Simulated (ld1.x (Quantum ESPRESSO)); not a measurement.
An all-electron radial function and its pseudo partner (Au (Z = 79))

Columns: radius, all-electron u(r) and pseudo u(r) of the 6p shell (level -2.01 eV) of gold in the configuration [Xe] 4f14 5d10 6s0 6p1; LDA (PZ), scalar-relativistic, TM semilocal scheme, ld1.x (Quantum ESPRESSO) 7.5.

| r (bohr) | all-electron | pseudo |
| --- | --- | --- |
| 0.138 | -0.0821 | 0.0013 |
| 0.275 | 0.0899 | 0.0054 |
| 0.413 | 0.0875 | 0.0122 |
| 0.550 | -0.0477 | 0.0220 |
| 0.688 | -0.1571 | 0.0351 |
| 0.825 | -0.1960 | 0.0515 |
| 0.963 | -0.1760 | 0.0719 |
| 1.100 | -0.1198 | 0.0960 |
| 1.238 | -0.0455 | 0.1246 |
| 1.375 | 0.0333 | 0.1569 |
| 1.513 | 0.1105 | 0.1932 |
| 1.650 | 0.1811 | 0.2319 |
| 1.788 | 0.2444 | 0.2725 |
| 1.925 | 0.2990 | 0.3127 |
| 2.062 | 0.3455 | 0.3512 |
| 2.200 | 0.3848 | 0.3866 |
| 2.338 | 0.4170 | 0.4175 |
| 2.475 | 0.4429 | 0.4430 |
| 2.613 | 0.4634 | 0.4634 |
| 2.750 | 0.4790 | 0.4790 |
| 2.888 | 0.4904 | 0.4904 |
| 3.025 | 0.4981 | 0.4981 |
| 3.162 | 0.5026 | 0.5026 |
| 3.300 | 0.5044 | 0.5044 |
| 3.438 | 0.5037 | 0.5037 |
| 3.575 | 0.5011 | 0.5011 |

Problem. How many radial nodes do the two functions have?

Solution. The all-electron 6p function has n − l − 1 = 4 (the table is too coarse to show those close to the nucleus); the pseudo-wave has 0, since the states of the same l below it are removed with the core.

Problem. At about which radius was the pseudo-wave matched?

Solution. 2.75 bohr. The columns agree to 0.0005 from 2.48 bohr on; several derivatives are matched, so the curves merge somewhat inside the radius.

Problem. Is the pseudo-wave norm-conserving?

Solution. Yes: the TM semilocal scheme keeps the norm inside the radius equal to the all-electron one, which fixes the energy derivative of the logarithmic derivative at the level.
